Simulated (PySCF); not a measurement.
Compound: CH6SSiTe.
Structure used (PBE0-D3(BJ)/def2-SVP), in Å, numbered top down from 1:
```xyz
10
CH6SSiTe angstrom
C     -1.8182   -0.6003    0.0012
S     -0.0547   -1.0574    0.0931
Si     0.8140    0.8085   -0.4833
Te     3.2980    0.4594   -0.4601
H     -2.0568    0.2195    0.6939
H     -2.1073   -0.3244   -1.0232
H     -2.3869   -1.4906    0.3007
H      0.3585    1.2198   -1.8469
H      0.4261    1.9002    0.4629
H      3.0676   -1.1093    0.0495
```

Level of theory: PBE0-D3(BJ)/def2-SVP geometry optimisation, gas phase, def2 core potentials past Kr (PySCF 2.14.0).

Masses are those of the commonest isotopes; rigid-rotor values at the optimised geometry. The values belong to one conformer with, in the numbering `[CH3:1][S:2][SiH2:3][TeH:4]`, C1–S2–Si3–Te4 180°, S2–Si3–Te4–H -1°.

(1) Give the principal moments of inertia and the rotational constants in cm⁻¹.

(2) Classify the top.

(3) Is it planar, by Δ = Ic − Ia − Ib?

(4) Give the other two planar moments, Paa and Pbb, and the rms extents of the mass along the axes.

(5) Predict some low-J microwave lines.

Results:

(1) Ia = 57.01, Ib = 675.72, Ic = 723.60 u·Å²; 505379 MHz·u·Å²/I gives 8865, 747.9 and 698.4 MHz, that is A = 0.29570, B = 0.02495, C = 0.02330 cm⁻¹.

(2) A near-prolate asymmetric top: κ = (2 × 747.9 − 8865 − 698.4)/(8865 − 698.4) = -0.99.

(3) Not planar: Δ = Ic − Ia − Ib = -9.13 u·Å². For a rigid frame Δ = −2 Σ m c², so Σ m c² = 4.56 u·Å² lies off the ab plane, practically all of it from hydrogen. The atom farthest from that plane is 1.21 Å away.

(4) Paa = Σ m a² = (Ib + Ic − Ia)/2 = 671.16 and Pbb = Σ m b² = (Ia + Ic − Ib)/2 = 52.45 u·Å². With the mass M = 207.90 u, the rms extents √(P/M) along a, b and c are 1.80, 0.50, 0.15 Å.

(5) The dipole components are |μa| = 1.62 D, |μb| = 0.95 D, |μc| = 0.00 D. Intensities carry the squares of the components, which stand as 1.00 : 0.35 : 0.00 (a : b : c). Some lines, for components of 0.1 D or more:

| type | branch | J(Ka,Kc) | MHz | lower level (cm⁻¹) |
| --- | --- | --- | --- | --- |
| a | R | 1(0,1) ← 0(0,0) | 1446 | 0.000 |
| a | R | 2(1,2) ← 1(1,1) | 2843 | 0.319 |
| a | R | 2(0,2) ← 1(0,1) | 2892 | 0.048 |
| a | R | 2(1,1) ← 1(1,0) | 2942 | 0.321 |
| b | Q | 1(1,0) ← 1(0,1) | 8167 | 0.048 |
| b | Q | 2(1,1) ← 2(0,2) | 8216 | 0.145 |
| b | R | 1(1,1) ← 0(0,0) | 9563 | 0.000 |
| b | R | 2(1,2) ← 1(0,1) | 10960 | 0.048 |
| b | Q | 2(2,0) ← 2(1,1) | 24351 | 0.419 |
| b | Q | 2(2,1) ← 2(1,2) | 24500 | 0.414 |
| b | R | 2(2,1) ← 1(1,0) | 27293 | 0.321 |
| b | R | 2(2,0) ← 1(1,1) | 27343 | 0.319 |

PBE0-D3(BJ)/def2-SVP frequencies: not computed here. Constants of a rigid frame at the computed geometry: no zero-point averaging, no centrifugal distortion. A rigid rotor knows nothing of internal rotation, which can split or shift real lines.
